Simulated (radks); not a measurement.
Results of a calculation; reference values are marked as such.
Problem. These are the eigenvalues of the occupied orbitals of an atom or ion with whole-number occupations (hartree). Code: a radial shooting solver on a logarithmic mesh with Libxc functionals. Model: scalar-relativistic Kohn-Sham, PBE, spin-polarised, spherical densities, finite nucleus; Fermi nuclear charge, rms radius of each element as measured or else 0.836 A^(1/3) + 0.57 fm.

| orbital | eigenvalue |
|---|---|
| 1s up | -56.30983 |
| 1s down | -56.30526 |
| 2s up | -4.73388 |
| 2s down | -4.72494 |
| 2p up | -3.31887 |
| 2p down | -3.30967 |
| 3s up | -0.89976 |

Which element is it, and in what charge state? The configuration may be excited. Open shells, if any, are filled with parallel spins first.

Solution. Z = 13, aluminium, charge +2: Al2+ in [Ne] 3s1. The list shows which subshells hold electrons but not how many an open one holds; the 1s level, -56.31 hartree, gives Z - s = 10.6 by -(Z - s)^2/2, which with screening and relativity narrows Z to a few neighbours, and the depths of the outer levels then fix element, charge and occupations together.
